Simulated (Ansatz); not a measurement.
Start from `CC(C)(C)[CH2][Ga]([F])[F]` and change one atom or group to get `CC(C)(C)[CH2][AlH][Cl]`.

Ansatz, PBE0-D4/def2-TZVP geometries, multiplicity 1. Each molecule was computed in one conformer, which needn't be the lowest.

Scalar relativity is left out up to krypton.

| property | `CC(C)(C)[CH2][Ga]([F])[F]` |
| --- | --- |
| LUMO energy (B3LYP/def2-TZVPP) / eV | -0.99 |
| HOMO energy (PBE0/def2-TZVPP) / eV | -8.76 |
| HOMO–LUMO gap (B3LYP/def2-TZVPP) / eV | 7.58 |
| LUMO energy (ωB97M-V/def2-TZVPP) / eV | 1.06 |
| size of the dipole moment (ωB97M-V/def2-TZVPP) / D | 3.91 |
| size of the dipole moment (B3LYP/def2-TZVPP) / D | 4.01 |

Q: What does the change do to each property? (Estimate.)

A: Computed: 
```tsv
property	`CC(C)(C)[CH2][AlH][Cl]`	shift
LUMO energy (B3LYP/def2-TZVPP) / eV	-1.20	-0.21
HOMO energy (PBE0/def2-TZVPP) / eV	-7.67	1.09
HOMO–LUMO gap (B3LYP/def2-TZVPP) / eV	6.27	-1.31
LUMO energy (ωB97M-V/def2-TZVPP) / eV	0.63	-0.43
size of the dipole moment (ωB97M-V/def2-TZVPP) / D	2.32	-1.59
size of the dipole moment (B3LYP/def2-TZVPP) / D	2.32	-1.69
```

With PBE0 the HOMO rises by 1.09 eV and the LUMO falls by 0.40 eV, so the gap narrows by about 1.49 eV. PBE moves the HOMO by 1.00 eV and ωB97M-V by 1.12 eV. Dipoles are sizes alone; their direction can turn.

B3LYP here is the variant with VWN-RPA as its local correlation; programs differ in this.
